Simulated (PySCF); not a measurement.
**Ionisation energy along the 34-electron series**

Calculated with PySCF 2.14 and a two-component X2C-1e Hamiltonian (Gaussian nucleus, no Breit or QED terms), each ion in its own even-tempered basis scaled to its charge; GMP2 freezes [Ne] and drops the highest virtual spinors. Values in eV. NIST values: (m) measured, (s) semi-empirical, (t) theoretical.

| ion | configuration | GHF (screened spin-orbit) | GMP2 (screened spin-orbit) | NIST |
| --- | --- | --- | --- | --- |
| In¹⁵⁺ | [Ar] 3d10 4s2 4p4 | 396.00 | 396.95 | 396 ± 3 (t) |
| Sb¹⁷⁺ | [Ar] 3d10 4s2 4p4 | 478.44 | 479.32 | 479 ± 3 (t) |

**Question.** Fill in the row of Sn¹⁶⁺.

**Answer.** configuration: [Ar] 3d10 4s2 4p4; GHF (screened spin-orbit): 436.32; GMP2 (screened spin-orbit): 437.23; NIST: 437 ± 3 (t).
